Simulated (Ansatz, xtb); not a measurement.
## Relative energy of two isomers of C3H6F2OSe

We compare I, `COC(F)(F)C[SeH]`, a singlet, with II, `C[Se@](=O)CC(F)F`, a singlet. Both are isolated molecules in the gas phase, relaxed with B3LYP/def2-SVP, each in the lowest conformer that the search found.

I (Å):

```yaml
atoms:
  - { symbol: C, position_ang: [0.5794, -1.5059, 1.7815] }
  - { symbol: C, position_ang: [0.6775, -0.3842, -0.2994] }
  - { symbol: C, position_ang: [-0.0235, 0.6323, -1.1818] }
  - { symbol: F, position_ang: [1.9681, 0.0433, -0.0886] }
  - { symbol: F, position_ang: [0.8149, -1.5776, -0.9585] }
  - { symbol: O, position_ang: [0.0349, -0.5470, 0.8758] }
  - { symbol: Se, position_ang: [-1.8362, 0.1379, -1.7644] }
  - { symbol: H, position_ang: [-0.0510, -1.4715, 2.6788] }
  - { symbol: H, position_ang: [1.6171, -1.2511, 2.0488] }
  - { symbol: H, position_ang: [0.5497, -2.5175, 1.3480] }
  - { symbol: H, position_ang: [0.6081, 0.8275, -2.0574] }
  - { symbol: H, position_ang: [-0.1339, 1.5654, -0.6136] }
  - { symbol: H, position_ang: [-1.3763, -0.9344, -2.6677] }
```

II (Å):

```yaml
atoms:
  - { symbol: C, position_ang: [2.6211, 0.3200, 1.8554] }
  - { symbol: C, position_ang: [-0.1779, 0.5520, 1.1158] }
  - { symbol: C, position_ang: [-1.3672, -0.0940, 0.4426] }
  - { symbol: F, position_ang: [-2.0887, -0.7943, 1.3637] }
  - { symbol: F, position_ang: [-2.1792, 0.8636, -0.0804] }
  - { symbol: O, position_ang: [1.3051, -1.7742, 0.3854] }
  - { symbol: Se, position_ang: [1.0574, -0.8878, 1.7585] }
  - { symbol: H, position_ang: [2.8304, 0.6527, 0.8295] }
  - { symbol: H, position_ang: [3.4620, -0.2743, 2.2378] }
  - { symbol: H, position_ang: [2.4126, 1.1671, 2.5253] }
  - { symbol: H, position_ang: [-0.5063, 1.1706, 1.9651] }
  - { symbol: H, position_ang: [0.3809, 1.1574, 0.3888] }
  - { symbol: H, position_ang: [-1.0626, -0.7864, -0.3600] }
```

Q: Which of the two would you expect CCSD(T)/def2-SVP + ΔMP2/def2-TZVPP electronic energies to favour?

A: Structure I; the calculation gives E(II) − E(I) = +30.5 kcal/mol.

The same difference at several levels:

| level | geometry | E(II) − E(I) (kcal/mol) | departure from the last row (kcal/mol) | job, with rough time for the two |
| --- | --- | --- | --- | --- |
| GFN2-xTB | GFN2-xTB | +24.2 | −6.3 | optimisation, 0.2 s |
| HF/STO-3G | GFN2-xTB | +117.8 | +87.3 | single point, 0.54 s |
| r2SCAN-D4/def2-SVP | GFN2-xTB | +43.3 | +12.8 | single point, 4.7 s |
| B3LYP/def2-SVP | B3LYP/def2-SVP | +44.3 | +13.8 | optimisation, 73 s |
| HF/def2-SVP | B3LYP/def2-SVP | +59.7 | +29.2 | part of the CCSD(T) run |
| MP2/def2-SVP | B3LYP/def2-SVP | +48.4 | +17.9 | part of the CCSD(T) run |
| CCSD(T)/def2-SVP | B3LYP/def2-SVP | +49.7 | +19.2 | single point |
| CCSD(T)/def2-SVP + ΔMP2/def2-TZVPP | B3LYP/def2-SVP | +30.5 |  | single point, 2.3 min |

As drawn, II has 1 C–Se, 1 O=Se, 1 C–H in place of 2 C–O, 1 Se–H.

The levels shown agree on the order. The largest departure from CCSD(T)/def2-SVP + ΔMP2/def2-TZVPP is that of HF/STO-3G, 87.3 kcal/mol. The last row adds to CCSD(T) the change of the MP2 difference between the two basis sets, here −19.2 kcal/mol, a large step that makes the value less sure.

With thermal terms from frequencies at re-optimised GFN2-xTB minima (ideal gas, soft modes damped towards free rotors, one conformer each, 298.15 K, 1 atm): on the last row, ΔE + ΔZPE = +31.2, ΔH = +31.3, ΔG = +31.2 kcal/mol.

The correlated steps freeze 15 core orbitals; the filled d shell of Se is correlated, in a basis made for valence electrons. Mirror images aren't counted in ΔG. Codes used: Ansatz 0.2.0, xtb 6.7.1; the last row on 4 threads of Arm Neoverse V1 on a shared host.
